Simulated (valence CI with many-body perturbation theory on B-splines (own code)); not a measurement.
## Questions on Pr LIV

Level of theory: configuration interaction combined with many-body perturbation theory (CI+MBPT): four valence electrons over a frozen Dirac-Fock core [He], a basis of 9 s, 9 p, 8 d, 6 f, 3 g, 1 h functions for each j, with the one-electron correlation potential Σ1 (screened to all orders), the two-electron term Σ2, the three-electron term Σ3, Breit, model QED; selected single and double excitations, second order for the rest, scaled by the run's own slope (own B-spline code, finite nucleus).

The last digits are not significant, and no measured levels were compared; by estimate large intervals hold to a few tenths of a per cent, small ones and those within an open d or f shell to about a per cent.

Levels are named by their leading jj configuration (3d3/2^4 stands for four electrons in 3d with j = 3/2), which in mixed levels can hold well under half, so a name can repeat and another be missing.

Rates and lifetimes use the calculated energies. Strong lines usually hold to 10 to 20 %, long lifetimes can be off by a factor of two.

Question: What is the ground level?

Answer: (2s^2 2p1/2^2) J=0, composition 70 % 2s²2p² ³P + 30 % 2s²2p² ¹S.

Question: What are the static dipole polarisabilities of the lowest levels?

Answer: (2s^2 2p1/2^2) J=0 0.000274 bohr³, of which the core gives 6.21e-07.

Question: Name the longest-lived excited levels whose lifetime is computed, and their main decay.

Answer: (2s^2 2p1/2 2p3/2) J=2 at 37.87 Ry lives 628 ns, mostly by E2 to (2s^2 2p1/2^2) J=0; (2s^2 2p1/2 2p3/2) J=1 at 36.65 Ry lives 1.25 ns, mostly by M1 to (2s^2 2p1/2^2) J=0.

Question: Among levels below 492.40 Ry, which E1 lines absorb most strongly from the ground level?

Answer: to (2s^2 2p1/2 3d3/2) J=1 at 0.1918 nm, f = 0.947; to (2s 2p1/2^2 3p1/2) J=1 at 0.1931 nm, f = 0.525; to (2s 2p1/2^2 3p3/2) J=1 at 0.1882 nm, f = 0.356.

Question: What is the ionisation energy?

Answer: 10960 eV; NIST lists 10959 ± 5 eV (theoretical).

Question: How well does LS coupling describe the low levels?

Answer: Among the lowest 20 levels the leading LS term, summed over configurations, holds 67 % on average. For single configurations the figures are 66 % in LS and 99 % in jj coupling. Terms mix most in the J = 1 level at 57.16 Ry, where the leading one holds 34 %.

Question: Where does the other parity begin?

Answer: At (2s 2p1/2^2 2p3/2) J=2, 52.23 Ry.
